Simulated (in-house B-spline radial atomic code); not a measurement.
Checks on a self-consistent run for the tellurium ion Te⁶⁺, [Ar] 3d10 4s2 (4p1/2)1 (4p3/2)4 4d10 5s1. All numbers are computed (Dirac-Hartree-Fock, average of the jj configuration; Fermi nucleus of rms radius 4.7423 fm) with an all-electron radial atomic-structure program (B-spline basis), not measured.

| orbital | q | ε (Eh) | <1/r> | <r²> | small-component weight |
| --- | --- | --- | --- | --- | --- |
| 1s1/2 | 2 | -1179.21553 | 55.5749 | 0.0010476 | 0.036625 |
| 2s1/2 | 2 | -187.06271 | 12.9663 | 0.0168346 | 0.0078328 |
| 2p1/2 | 2 | -174.95411 | 12.9079 | 0.0125298 | 0.0078156 |
| 2p3/2 | 4 | -164.84724 | 11.953 | 0.0138096 | 0.0074398 |
| 3s1/2 | 2 | -41.26906 | 4.62845 | 0.117189 | 0.0023189 |
| 3p1/2 | 2 | -36.22286 | 4.5208 | 0.11276 | 0.0022449 |
| 3p3/2 | 4 | -34.31921 | 4.29667 | 0.120287 | 0.0021534 |
| 3d3/2 | 4 | -25.57751 | 4.13664 | 0.101814 | 0.0020227 |
| 3d5/2 | 6 | -25.18936 | 4.07649 | 0.104168 | 0.0019927 |
| 4s1/2 | 2 | -10.02655 | 1.83001 | 0.651525 | 0.0006342 |
| 4p1/2 | 1 | -8.33761 | 1.73012 | 0.714065 | 0.00058339 |
| 4p3/2 | 4 | -7.89676 | 1.65634 | 0.760659 | 0.00055198 |
| 4d3/2 | 4 | -4.83935 | 1.42231 | 0.986408 | 0.00042549 |
| 4d5/2 | 6 | -4.86344 | 1.41196 | 0.995244 | 0.0004223 |
| 5s1/2 | 1 | -3.10853 | 0.745959 | 3.43672 | 0.00015082 |

Electron-electron repulsion V_ee = 2381.8910 hartree.

(1) What total energy follows from the eigenvalues?

(2) Does the Dirac virial theorem hold?

(3) What diamagnetic shielding (Lamb formula) and susceptibility (Langevin formula) do the radii give?

## Answers

(1) The eigenvalues count the repulsion twice, so E = Σqε - V_ee = -4399.185 - 2381.891 = -6781.076 hartree; the run printed -6781.076.

(2) For a point nucleus E = -2c²Σq·w, with w the small-component weight. Here Σq·w = 0.18054 and c = 137.0360, so the ratio E/(-2c²Σq·w) is 1.000057; the finite nucleus accounts for the departure from 1.

(3) σ = (α²/3)Σq<1/r> = 314.123/(3·137.036²) = 5575.8 ppm, and χ = -0.79199×10⁻⁶·Σq<r²> = -16.24×10⁻⁶ cm³/mol with Σq<r²> = 20.503 bohr². Both are non-relativistic formulas without the paramagnetism of open shells; for so heavy an element the full relativistic shielding is larger by tens of per cent.
